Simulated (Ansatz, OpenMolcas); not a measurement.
# A ladder of methods for InH3 (SMILES [InH3])

The species is InH3 (4 atoms), meant as a singlet with charge 0. As SMILES, `[InH3]`. The shape is that of a PBE0-D4/def2-TZVP optimisation.

Each level gives the HOMO–LUMO gap (eV). The values are calculated.

```
                             level                    kind     program  value (eV)  CPU time
   BLYP/def2-TZVP (core potential)                     GGA  OpenMolcas        4.27      12 s
    PBE/def2-TZVP (core potential)                     GGA      Ansatz        4.35     3.1 s
  M06-L/def2-TZVP (core potential)                meta-GGA  OpenMolcas        5.06      14 s
 r2SCAN/def2-TZVP (core potential)                meta-GGA  OpenMolcas        4.99      14 s
  BHLYP/def2-TZVP (core potential)           global hybrid      Ansatz        8.02       3 s
wB97M-V/def2-TZVP (core potential)  range-separated hybrid      Ansatz        9.95      20 s
  wB97X/def2-TZVP (core potential)  range-separated hybrid      Ansatz       10.43      11 s
 B2PLYP/def2-TZVP (core potential)           double hybrid      Ansatz        8.21     4.4 s
```

The values span 4.27 to 10.43 eV. Orbital gaps aren't excitation energies, and those of double hybrids come from the SCF part alone; they tend to grow with the share of exact exchange. CPU times are rough (shared hosts, several kinds of processor and program).
